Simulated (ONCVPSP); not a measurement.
**bismuth: one change to an ONCV potential, before and after**

bismuth (Bi), optimised norm-conserving Vanderbilt (ONCV), made with ONCVPSP 4.0.1 (PBE, scalar-relativistic). Core [Xe] 4f14 5d10, reference 6s2 6p3. Waves: 6s: rc 1.95 bohr, ncon 4, nbas 7, qcut 3.1 1/bohr, 2 projectors, debl 3.6 Ha; 6p: rc 2.70 bohr, ncon 5, nbas 9, qcut 3.5 1/bohr, 2 projectors, debl 2.3 Ha; d scattering state at 0.03 Ha: rc 2.25 bohr, ncon 3, nbas 7, qcut 4.1 1/bohr, 2 projectors, debl 2.3 Ha. Local part: polynomial inside 1.80 bohr (lpopt 5, dvloc0 1 Ha). Core correction: none.

Change: s: ncon 5, nbas 8.

Cutoffs: the cutoffs (Ha) at which the residual kinetic energy of the hardest occupied pseudo-wave falls to 1 and 0.1 mHa per electron; they do not see the model core or the augmentation charge, which bear on the density cutoff. Errors are all-electron minus pseudo energies relative to the spin-unpolarised reference configuration.

Q: What does the change do?

A: The potential gets softer (22 Ha and 30 Ha → 13 Ha and 27 Ha); both files keep a bound ghost (d); the errors of the 4 common tests hardly move.

| quantity | base | changed |
| --- | --- | --- |
| cutoff, loose | 22 Ha | 13 Ha |
| cutoff, tight | 30 Ha | 27 Ha |
| loose cutoff by channel | s 22 Ha, p 5.2 Ha | s 13 Ha, p 5.2 Ha |
| bound ghosts | d | d |
| GHOST(+) flags under 300 eV | s at 71.4 eV, p at 103.7 eV | s at 70.6 eV, p at 103.7 eV |
| error for 6s2 6p2, meV [ΔE 7.91 eV] | -3.8 | -3.8 |
| error for 6s2 6p1, meV [ΔE 23.16 eV] | -6.9 | -6.9 |
| error for 6s2 6p0, meV [ΔE 46.50 eV] | +51 | +51 |
| error for 6s0 6p5, meV [ΔE 20.50 eV] | +69 | +73 |
| s: phases at 1.97 bohr within 0.05 rad from the reference energy up to (Ha; the scan ends near 5) | 2.6 | 2.6 |
| p: phases at 2.74 bohr within 0.05 rad from the reference energy up to (Ha; the scan ends near 5) | 3.6 | 3.6 |
| d: phases at 2.28 bohr within 0.05 rad from the reference energy up to (Ha; the scan ends near 5) | 0.7 | 0.7 |

Base: The cutoffs count occupied waves only; projector 2 of the d channel, the hardest unoccupied one, needs 60 Ha at the loose tolerance. Changed file: The cutoffs count occupied waves only; projector 2 of the d channel, the hardest unoccupied one, needs 60 Ha at the loose tolerance. A true bound ghost makes a file unfit for plane-wave use even where its test errors are small: the radial tests pick states by their node count and pass the ghost by.
